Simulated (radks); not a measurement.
Values are calculated unless marked as measured or tabulated.
Pm+, configuration [Xe] 4f4 5d1 6s1 (not the ground configuration).

Code: a radial shooting solver on a logarithmic mesh with Libxc functionals. Model: scalar-relativistic Kohn-Sham, BLYP, spin-polarised, spherical densities, finite nucleus; open shells are filled with parallel spins first (spin-orbit coupling, left out, can overturn this in heavy ions); Fermi nuclear charge, rms radius 4.962 fm.

Energy parts (eV):
total: -272673.59
kinetic: 290815.40
electron-nucleus: -662260.53
Hartree: 105004.91
exchange-correlation: -6233.37

Orbitals (lengths in bohr, moments of r in powers of bohr; r(90%) holds 90 % of the orbital's charge):
| orbital | occ. | eigenvalue (eV) | r(90%) | <r^2> |
|---|---|---|---|---|
| 1s up | 1 | -45035.04 | 0.0419 | 0.0007317 |
| 1s down | 1 | -45035.03 | 0.0419 | 0.0007317 |
| 2s up | 1 | -7332.564 | 0.153 | 0.01156 |
| 2s down | 1 | -7332.508 | 0.153 | 0.01156 |
| 2p up | 3 | -6550.263 | 0.142 | 0.009260 |
| 2p down | 3 | -6550.220 | 0.142 | 0.009260 |
| 3s up | 1 | -1609.598 | 0.382 | 0.07761 |
| 3s down | 1 | -1608.318 | 0.382 | 0.07753 |
| 3p up | 3 | -1363.934 | 0.388 | 0.07768 |
| 3p down | 3 | -1362.659 | 0.387 | 0.07758 |
| 3d up | 5 | -1026.782 | 0.369 | 0.06574 |
| 3d down | 5 | -1025.780 | 0.368 | 0.06562 |
| 4s up | 1 | -331.2499 | 0.850 | 0.3956 |
| 4s down | 1 | -327.8943 | 0.850 | 0.3955 |
| 4p up | 3 | -250.4764 | 0.911 | 0.4462 |
| 4p down | 3 | -247.1329 | 0.911 | 0.4463 |
| 4d up | 5 | -136.3198 | 1.03 | 0.5438 |
| 4d down | 5 | -133.0069 | 1.03 | 0.5449 |
| 5s up | 1 | -51.8897 | 2.03 | 2.240 |
| 5s down | 1 | -49.7899 | 2.05 | 2.276 |
| 5p up | 3 | -31.8642 | 2.40 | 3.062 |
| 5p down | 3 | -30.0957 | 2.43 | 3.125 |
| 4f up | 4 | -14.4675 | 1.62 | 1.177 |
| 4f down | 0 | -11.4782 | 1.69 | 1.268 |
| 6s up | 1 | -9.2479 | 5.39 | 15.68 |
| 5d up | 1 | -8.8679 | 4.07 | 8.033 |
| 5d down | 0 | -7.6466 | 4.20 | 8.513 |

The highest occupied level is 5d up at -8.868 eV. The configuration is held as typed, so some empty levels lie below it. The density falls to 0.001 e/bohr^3 at r = 4.65 bohr. Spin moment in Bohr magnetons: 6. Summed over all electrons, <r^2> = 61.77 bohr^2, which gives a Langevin (diamagnetic) susceptibility term of -48.9 x 10^-6 cm^3/mol. The spin density at the nucleus is 28.08 e/bohr^3 (1s 0.10, 2s -0.45, 3s -6.90, 4s 0.35, 5s 5.84, 6s 29.13). The electron density at the nucleus is 5.141e+05 e/bohr^3 (large components only).
